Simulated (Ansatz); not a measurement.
H4P (SMILES [PH4+]), charge +1, singlet, at a GFN2-xTB geometry; B3LYP/6-31G* run with Ansatz (a first-principles code).

Here is a job for Ansatz.
Ansatz 0.2 input:
```yaml
crystal:
  periodic: [false, false, false]
  atoms:
    - {symbol: P, position_ang: [0.00000000, 0.00000000, -0.00000000]}
    - {symbol: H, position_ang: [-0.74072552, -0.84327030, -0.79402376]}
    - {symbol: H, position_ang: [0.31759659, -0.63856403, 1.17542384]}
    - {symbol: H, position_ang: [-0.73217177, 1.13050142, 0.27594176]}
    - {symbol: H, position_ang: [1.15530070, 0.35133291, -0.65734185]}
basis:
  gaussian:
    orbitals: 6-31G*
hamiltonian:
  xc: b3lyp
total_charge: 1
scf: {lower_state_search: light}
```

The log (banner, timings and long lists left out):

```
Functional definition: B3LYP
293 factors; integrals over basis functions are off by at most 6.8e-4 eV
mean field evaluation 1: about -9344.7135 eV, gradient 1.6e1 eV
mean field evaluation 2: about -9345.2060 eV, gradient 1.2e1 eV
mean field evaluation 4: about -9345.6367 eV, gradient 2.1e-1 eV
mean field evaluation 8: about -9345.6306 eV, gradient 6.9e-4 eV
mean field -9345.63062554 eV, -343.4455907925 hartree, gradient 5.1e-5 eV, S^2 0.000000; 0 other end points of the search recorded, 0 dependent functions left out
reference -9345.63078739 eV, -343.4455967405 hartree; 9, 9 occupied and 18, 18 virtual orbitals, 293 factors
Total energy: -9345.63078739 eV, -343.4455967405 hartree
```
